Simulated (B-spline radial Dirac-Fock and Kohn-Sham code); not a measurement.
## Dipole and non-dipole photoemission parameters of Ta³⁺ 4p3/2

System: tantalum as Ta³⁺ in the configuration [Xe] 4f14 5d2; threshold 427.3 eV (orbital energy of the model). The computed values come from a B-spline atomic structure program: Dirac-Hartree-Slater photoionisation with a Latter tail; cross sections with all multipoles, angular parameters from the dipole term and its interference with E2.

| hν (eV) | σ (kb) | β | γ | δ |
| --- | --- | --- | --- | --- |
| 597 | 197 | 0.500 | 0.019 | 0.084 |
| 878 | 137 | 1.145 | 0.312 | 0.037 |
| 889 | 135 | 1.159 | 0.315 | 0.036 |
| 1050 | 111 | 1.315 | 0.318 | 0.021 |
| 1253.6 | 87.5 | 1.438 | 0.271 | 0.011 |
| 1400 | 74.8 | 1.499 | 0.225 | 0.007 |
| 1520 | 66.1 | 1.538 | 0.187 | 0.004 |
| 1580 | 62.3 | 1.555 | 0.168 | 0.003 |
| 1870 | 47.7 | 1.616 | 0.088 | 0.001 |
| 1980 | 43.4 | 1.634 | 0.062 | 0.001 |
| 2080 | 40.0 | 1.647 | 0.042 | 0.001 |
| 2850 | 22.9 | 1.710 | -0.041 | 0.003 |
| 2900 | 22.2 | 1.712 | -0.042 | 0.003 |
| 2984.4 | 21.0 | 1.716 | -0.044 | 0.003 |
| 3670 | 14.1 | 1.735 | -0.025 | 0.005 |
| 4540 | 9.14 | 1.741 | 0.052 | 0.008 |
| 4740 | 8.36 | 1.741 | 0.076 | 0.009 |
| 5414.7 | 6.29 | 1.737 | 0.163 | 0.011 |
| 6000 | 5.02 | 1.732 | 0.247 | 0.013 |
| 6320 | ? | ? | ? | ? |
| 8047.8 | 2.57 | 1.702 | 0.556 | 0.019 |
| 15000 | 0.549 | 1.577 | 1.472 | 0.046 |

Question: Give the values at 6320 eV.

Answer: σ = 4.48 kb, β = 1.728, γ = 0.295, δ = 0.014.
